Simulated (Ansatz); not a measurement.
Consider the isomerisation: `FBO[SiH3]` → `OB(F)[SiH3]`.

Isolated molecules relaxed with PBE0-D4/def2-TZVP in Ansatz; ΔE leaves out vibrations. CCSD(T)/CBS is the MP2 limit (def2-TZVPP, def2-QZVPP) plus CCSD(T) − MP2 in def2-TZVPP, frozen cores. Each species was taken in one conformer, which may not be the lowest.

```tsv
species	CCSD(T)/CBS(def2) energy (Eh)
`FBO[SiH3]`	-491.38634
`OB(F)[SiH3]`	-491.34397
```

Problem. Work out ΔE.

Solution. ΔE = (-491.34397) − (-491.38634) = 0.04237 Eh = +1.15 eV.

Largest T1 diagnostic among the species: 0.014.

From BLYP to BHLYP (50 % exact exchange), in def2-TZVPP and without D4, ΔE moves by +0.19 eV. In def2-TZVPP, CCSD(T) changes the Hartree–Fock value by −0.28 eV (the triples alone add −0.04 eV) and MP2 by −0.19 eV. Leaving LDA and LC-ωPBE aside and taking each functional with its dispersion term where it has one, the values, not all of them listed here, spread over 0.38 eV, from PBE-D4 to BHLYP-D4.
